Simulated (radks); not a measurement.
Isoelectronic series with 5 electrons, each ion in its NIST ground configuration. All-electron calculation, Dirac Kohn-Sham, PBEsol, spin-unpolarised, spherical densities, finite nucleus; open shells are shared between the two j in proportion to 2j + 1; Fermi nuclear charge, rms radius of each element as measured or else 0.836 A^(1/3) + 0.57 fm. Program: a radial shooting solver on a logarithmic mesh with Libxc functionals. Total energies (hartree) and orbital eigenvalues (hartree):

[
 {"ion": "B", "configuration": "[He] 2s2 2p1", "E (hartree)": "-24.46973", "2p3/2": "-0.13061", "2p1/2": "-0.13073", "2s1/2": "-0.34401"},
 {"ion": "Al8+", "configuration": "[He] 2s2 2p1", "E (hartree)": "-203.74937", "2p3/2": "-11.18576", "2p1/2": "-11.21175", "2s1/2": "-12.26309"},
 {"ion": "Sc16+", "configuration": "[He] 2s2 2p1", "E (hartree)": "-561.43645", "2p3/2": "-38.31701", "2p1/2": "-38.54646", "2s1/2": "-40.44017"},
 {"ion": "Cu24+", "configuration": "[He] 2s2 2p1", "E (hartree)": "-1101.36736", "2p3/2": "-81.53252", "2p1/2": "-82.47067", "2s1/2": "-85.23709"},
 {"ion": "Rb32+", "configuration": "[He] 2s2 2p1", "E (hartree)": "-1829.57439", "2p3/2": "-140.9293", "2p1/2": "-143.6081", "2s1/2": "-147.2955"},
 {"ion": "Rh40+", "configuration": "[He] 2s2 2p1", "E (hartree)": "-2754.59777", "2p3/2": "-216.6498", "2p1/2": "-222.8647", "2s1/2": "-227.5404"},
 {"ion": "I48+", "configuration": "[He] 2s2 2p1", "E (hartree)": "-3888.01501", "2p3/2": "-308.8803", "2p1/2": "-321.4870", "2s1/2": "-327.2399"},
 {"ion": "Pm56+", "configuration": "[He] 2s2 2p1", "E (hartree)": "-5245.2360", "2p3/2": "-417.8533", "2p1/2": "-441.1539", "2s1/2": "-448.0976"},
 {"ion": "Tm64+", "configuration": "[He] 2s2 2p1", "E (hartree)": "-6846.6496", "2p3/2": "-543.8487", "2p1/2": "-584.1180", "2s1/2": "-592.3896"}
]
